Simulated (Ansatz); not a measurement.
`FC/C=C\C(F)(F)F`. Charge 0, multiplicity 1.

Cartesian coordinates in Å:
```
F 1.164 -0.706 -1.335
C 0.646 -1.509 -0.357
C -0.242 -0.807 0.603
C -0.617 0.462 0.675
C -0.231 1.593 -0.232
F -0.618 1.407 -1.498
F 1.084 1.835 -0.241
F -0.830 2.719 0.195
H 0.085 -2.321 -0.838
H 1.480 -1.965 0.193
H -0.636 -1.477 1.364
H -1.284 0.768 1.472
```

Question: List the harmonic frequencies (cm⁻¹, unscaled) at PBE0-D4/def2-TZVP in Ansatz. (Best estimate.)

Answer: Ansatz gave: 46, 86, 144, 221, 274, 405, 461, 545, 557, 601, 728, 783, 865, 922, 986, 1045, 1133, 1168, 1195, 1241, 1280, 1306, 1422, 1441, 1474, 1767, 3027, 3062, 3161, 3216.

Question: Is this a minimum?

Answer: Yes, all 30 modes are real.

Question: Give the ideal-gas thermochemistry at 298.15 K and 1 bar (rigid rotor, harmonic oscillator; point group Cs, symmetry number 1).

Answer: Zero-point energy 206.7 kJ/mol; H(298) − E = 229.3 kJ/mol; entropy 368.8 J/(mol·K), of which translation 169.4, rotation 118.0, vibration 81.5; G(298) − E = 119.3 kJ/mol. Modes under 100 cm⁻¹ are hindered rotations or soft bends, so the harmonic entropy is rough.

Question: Rotational constants (cm⁻¹)?

Answer: 0.12, 0.05042, 0.04399.
